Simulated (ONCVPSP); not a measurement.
## Cu: excitation energies, all-electron against ONCV

Cu, optimised norm-conserving Vanderbilt (ONCV), made with ONCVPSP 4.0.1 (PBEsol, scalar-relativistic). Core [Ne], reference 3s2 3p6 3d9 (charge +2). Waves: 3s: rc 0.80 bohr, ncon 4, nbas 7, qcut 9.2 1/bohr, 2 projectors, debl 3.6 Ha; 3p: rc 1.05 bohr, ncon 5, nbas 8, qcut 10.5 1/bohr, 2 projectors, debl 1 Ha; 3d: rc 1.10 bohr, ncon 4, nbas 9, qcut 11.2 1/bohr, 2 projectors, debl 3.7 Ha. Local part: polynomial inside 0.55 bohr (lpopt 5, dvloc0 0 Ha). Core correction: Teter function fitted to the true core (icmod 2), fcfact 0.15.

In the s channel the program set the typed energies aside and used -5.143, 0.250 Ha. In the p channel the program set the typed energies aside and used -3.581, 0.250 Ha.

Energies are relative to the spin-unpolarised reference configuration 3s2 3p6 3d9; without spin polarisation the order of configurations can differ from experiment.

Q: Give the all-electron excitation energy and the error of the potential for: 3s2 3p6 3d10 4s1; 3s2 3p6 3d10; 3s2 3p6 3d8; 3s2 3p6 3d9 4s1.

A:

```csv
valence configuration,charge,ΔE all-electron (eV),error AE − PS (meV)
3s2 3p6 3d10 4s1,0,-29.419,+1.2
3s2 3p6 3d10,+1,-21.313,+5.3
3s2 3p6 3d8,+3,38.993,+20
3s2 3p6 3d9 4s1,+1,-17.811,+3.3
```

Levels in the configuration 3s2 3p6 3d8:

```
level  all-electron (eV)  pseudo (eV)
   3s           -160.341     -160.348
   3p           -117.617     -117.627
   3d            -48.881      -48.820
```
